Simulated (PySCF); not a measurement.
Screening by computed properties: pick the candidate that meets the target.

Each SMILES stands for a single optimised conformer of the isolated species, non-relativistic unless stated. Electronic properties by PySCF.

Dipoles, sizes and rotational constants follow the conformer. The torsions of the flexible species, by atom-mapped SMILES:
- `[OH:1][B:2]([OH:3])[OH:4]`: H–O1–B2–O3 1°, H–O3–B2–O1 91°, H–O4–B2–O1 177°
- `[CH:1]#[C:2][GeH2:3][CH2:4][SiH2:5][CH3:6]`: C2–Ge3–C4–Si5 44°, Ge3–C4–Si5–C6 47°
- `[CH3:1][S:2][SiH2:3][OH:4]`: C1–S2–Si3–O4 -145°, H–O4–Si3–S2 50°

The conformers of `COC[C@@H]1CCCC[C@H]1Cl` aren't listed.

Question: Wanted: lowest singlet excitation below 5.8 eV (TDDFT B3LYP/def2-SVPD) and vertical ionisation energy below 11 eV (ΔSCF B3LYP/def2-SVPD), at PBE0-D3(BJ)/def2-SVP geometries. Which candidate meets both?
A. `C#[C][GeH2][CH2][SiH2]C`
B. `C[SiH](C)C#[C][GeH3]`
C. `[C@H]1(CCCC[C@H]1Cl)COC`
D. `OB(O)O`

Answer: B. Computed values:
| species | lowest singlet excitation | vertical ionisation energy |
| --- | --- | --- |
| C[SiH](C)C#[C][GeH3] | 5.60 eV | 9.54 eV |
| C#[C][GeH2][CH2][SiH2]C | 6.09 eV | 9.72 eV |
| [C@H]1(CCCC[C@H]1Cl)COC | 6.75 eV | 9.29 eV |
| OB(O)O | 7.09 eV | 11.77 eV |

Question: Wanted: static isotropic polarisability between 50 au and 90 au (B3LYP/def2-SVPD) and smallest rotational constant above 0.7 GHz (PBE0-D3(BJ)/def2-SVP), at PBE0-D3(BJ)/def2-SVP geometries. Which candidate meets both?
A. `OB(O)O`
B. `C[SiH](C)C#[C][GeH3]`
C. `CS[SiH2]O`
D. `C#[C][GeH2][CH2][SiH2]C`

Answer: C. Computed values:
| species | static isotropic polarisability | smallest rotational constant |
| --- | --- | --- |
| OB(O)O | 28.3 au | 5.015 GHz |
| CS[SiH2]O | 66.3 au | 2.126 GHz |
| C#[C][GeH2][CH2][SiH2]C | 103.8 au | 0.983 GHz |
| C[SiH](C)C#[C][GeH3] | 110.0 au | 0.479 GHz |

Question: Wanted: electronic spatial extent ⟨r²⟩ about the centre of nuclear charge above 400 bohr² (B3LYP/def2-SVPD) and HOMO energy below -7.7 eV (B3LYP/def2-SVPD), at PBE0-D3(BJ)/def2-SVP geometries. Which candidate meets both?
A. `CS[SiH2]O`
B. `C[SiH](C)C#[C][GeH3]`
C. `C#[C][GeH2][CH2][SiH2]C`
D. `OB(O)O`

Answer: C. Computed values:
```csv
species,electronic spatial extent ⟨r²⟩ about the centre of nuclear charge,HOMO energy
OB(O)O,251 bohr²,-8.88 eV
CS[SiH2]O,602 bohr²,-6.83 eV
C#[C][GeH2][CH2][SiH2]C,1272 bohr²,-7.74 eV
C[SiH](C)C#[C][GeH3],2188 bohr²,-7.57 eV
```
